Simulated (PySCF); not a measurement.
H₈N₂Si₂, SMILES N[SiH2][SiH2]N.

Geometry optimised at PBE0-D3(BJ)/def2-SVP. Other conformers were not sampled.

Computed with TDDFT-PBE/def2-SVPD (PySCF).

Vertical excitations. 

Question: Give excitation energies, oscillator strengths and character. (An estimate is asked for; the answer gives what the named calculation found.)

Answer: 
```
state  energy (eV)  λ (nm)      f                          main pairs
-----  -----------  ------  -----  ----------------------------------
S1            4.87     255  0.008                      HOMO→LUMO 99 %
S2            5.17     240  0.006                    HOMO−1→LUMO 99 %
S3            5.53     224  0.006                    HOMO→LUMO+1 99 %
S4            5.86     212  0.010                  HOMO−1→LUMO+1 96 %
S5            6.13     202  0.009                    HOMO→LUMO+2 84 %
S6            6.16     201  0.016                    HOMO−2→LUMO 92 %
S7            6.19     200  0.009  HOMO→LUMO+3 82 %, HOMO→LUMO+2 13 %
S8            6.44     193  0.012                  HOMO−1→LUMO+2 94 %
S9            6.53     190  0.023                  HOMO−1→LUMO+3 87 %
S10           6.67     186  0.005                    HOMO→LUMO+4 89 %
T1            4.66     266      0                      HOMO→LUMO 97 %
T2            4.91     252      0                    HOMO−1→LUMO 96 %
T3            5.29     234      0                    HOMO→LUMO+1 97 %
T4            5.56     223      0                  HOMO−1→LUMO+1 96 %
```
Triplets are in the Tamm–Dancoff approximation, which puts them higher than full response would, so one can lie above its singlet here.
